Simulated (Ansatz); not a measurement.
Computed with Ansatz on PBE0-D4/def2-TZVP structures; ΔE is electronic, products minus reactants. CCSD(T)/CBS adds triple-zeta CCSD(T) − MP2 to the extrapolated MP2 energy (def2 sets, frozen cores). This one scheme is used for every species. DFT in def2-TZVPP. One conformer a species, not always the lowest.

Consider the substitution at a C–C bond: `CCCCNC(C)=O` + `[OH][AlH2]` → `CCC[O][AlH2]` + `CNC(C)=O`.

| level | ΔE (kJ/mol) |
| --- | --- |
| r2SCAN-D4 | 50.2 |
| SCS-MP2/def2-QZVPP | 57.9 |

Q: What does CCSD(T)/CBS give? (An estimate is asked.)

A: Ansatz gave: +58.6 kJ/mol. The listed levels differ from it by -8.4, -0.7 kJ/mol.

Largest T1 diagnostic among the species: 0.014.

The D4 term adds +3.7 kJ/mol with B3LYP and +2.4 kJ/mol with PBE0; it sums over pairs of atoms, weighted by their polarisabilities, and B3LYP, whose exchange is more repulsive, gets the larger term. From PBE to PBE0 (25 % exact exchange), in def2-TZVPP and without D4, ΔE moves by +3.1 kJ/mol. In def2-TZVPP, CCSD(T) changes the Hartree–Fock value by +14.4 kJ/mol (the triples alone add +1.2 kJ/mol) and MP2 by +20.5 kJ/mol.

CCSD(T)/CBS has its own doubt, a few kJ/mol and more with outer-core shells, so smaller differences from it don't rank the levels.

B3LYP here is the variant with VWN-RPA as its local correlation; programs differ in this.
